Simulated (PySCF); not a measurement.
# Electronic structure of Rb (rubidium, neutral) at the UHF level

Configuration: [Kr] 5p1, 2P determinant (an excited configuration). Calculation: PySCF 2.14, in x2c-QZVPPall (13s8p7d3f2g, 111 functions); the spin-free X2C one-electron Hamiltonian (Gaussian nucleus).

```json
{"Total energy": "-2979.101089 hartree", "One-electron energy": "-4129.9415 hartree", "Hartree (Coulomb) energy": "1250.5768 hartree", "Exchange energy": "-99.7364 hartree", "⟨S²⟩": "0.7500", "⟨L²⟩": "2.000", "Sum of ⟨r⟩": "31.58 bohr", "Sum of ⟨r²⟩": "97.07 bohr²", "Traceless quadrupole moment −½Σ⟨3z² − r²⟩ along its main axis": "-26.2 e·bohr²", "Langevin diamagnetic susceptibility": "-76.9 ×10⁻⁶ cm³/mol"}
```

```csv
shell,electrons,mean orbital energy (hartree),spread (hartree),"rms radius, mean of both spins (bohr)"
1s α,1,-561.83282,0,0.0464
1s β,1,-561.83263,0,0.0464
2s α,1,-77.51673,0,0.192
2s β,1,-77.51661,0,0.192
2p α,3,-68.53116,0.00014,0.171
2p β,3,-68.53096,0.00030,0.171
3s α,1,-12.60566,0,0.543
3s β,1,-12.60533,0,0.543
3p α,3,-9.62972,0.00006,0.557
3p β,3,-9.62931,0.00084,0.557
3d α,5,-4.69101,0.00052,0.578
3d β,5,-4.69079,0.00086,0.578
4s α,1,-1.61691,0,1.57
4s β,1,-1.61520,0,1.57
4p α,3,-0.86012,0.00022,1.85
4p β,3,-0.85855,0.00404,1.85
5p α,1,-0.09038,0,8.10
```

Densities and radii are taken from the X2C orbitals without a picture-change correction, which distorts them close to the nucleus.

Spin-orbit constants ζ (cm⁻¹) from the X2C one-electron operator on these orbitals: bare nucleus, nucleus screened by l(l+1)(2l+1)/3 electrons, and screened by the Breit-Pauli mean field of the electrons.

| shell | bare | screened nucleus | mean field |
| --- | --- | --- | --- |
| 2p | 334600 | 316500 | n/a |
| 3p | 50660 | 47920 | n/a |
| 3d | 6570 | 4794 | n/a |
| 4p | 4484 | 4242 | n/a |
| 5p | 97.46 | 92.19 | n/a |

To first order the Landé constant is A = 92.19 cm⁻¹, so the lowest level has J = 1/2 and lies 0.0114 eV below the centre of the term.
